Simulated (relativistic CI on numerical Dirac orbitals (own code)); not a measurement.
# Radial parameters of Tc XXXVII

These numbers are calculated, not measured: Dirac-Coulomb-Breit CI, KLI orbitals optimised for each configuration, model QED, unscaled Slater integrals (own radial code, finite nucleus).

Slater integrals F^k, G^k are unscaled and averaged over j, outside the closed core 1s2; ζ comes from projecting the Hamiltonian with its Breit term on Σ l·s of the shell.

- 2s2 2p3: F^2(2p,2p) = 773220, ζ(2p) = 686930 cm⁻¹; <r>(2p) = 0.1231, <r^2>(2p) = 0.01836 (bohr units).
- 2s 2p4: F^2(2p,2p) = 771750, G^1(2s,2p) = 822050, ζ(2p) = 683190 cm⁻¹; <r>(2s) = 0.1428, <r^2>(2s) = 0.02397, <r>(2p) = 0.1234, <r^2>(2p) = 0.01843 (bohr units).
- 2p5: ζ(2p) = 679520 cm⁻¹; <r>(2p) = 0.1237, <r^2>(2p) = 0.01852 (bohr units).

Averages of the first 10 configurations, taken without configuration mixing, which lowers the lowest level and can move excited configurations by several eV; other configurations of the list can lie among them:

| Configuration | Parity | States | Average energy above the lowest level (eV) |
| --- | --- | --- | --- |
| 2s2 2p3 | odd | 20 | 129.0 |
| 2s 2p4 | even | 30 | 387.3 |
| 2p5 | odd | 6 | 678.8 |
| 2p4 3s | even | 30 | 3472.8 |
| 2p4 3p | odd | 90 | 3545.4 |
| 2p4 3d | even | 150 | 3618.4 |
| 2s2 2p2 3s | even | 30 | 2966.9 |
| 2s2 2p2 3p | odd | 90 | 3044.5 |
| 2s2 2p2 3d | even | 150 | 3117.9 |
| 2s 2p3 3s | odd | 80 | 3203.1 |
